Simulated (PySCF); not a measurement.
A structure optimised at PBE0-D3(BJ)/def2-SVP, used in a PySCF frequency run:

```xyz
13

C      1.8140     0.5274    -0.2749
C      0.8473    -0.2789     0.5907
C     -0.5416    -0.2848    -0.0198
C     -1.4809     0.8107     0.4205
O     -0.8614    -1.1131    -0.8383
H      2.8288     0.5104     0.1488
H      1.5060     1.5816    -0.3581
H      1.8614     0.1082    -1.2909
H      1.1830    -1.3250     0.6505
H      0.8163     0.1352     1.6116
H     -0.9863     1.7941     0.3848
H     -1.7724     0.6403     1.4701
H     -2.3788     0.8139    -0.2097
```
Charge 0, spin multiplicity 1.

### Question
Write its SMILES and formula.

### Answer
CCC(C)=O, C4H8O

### Question
What are its rotational constants (standard atomic weights)?

### Answer
7.6463, 3.8046, 3.0321 GHz
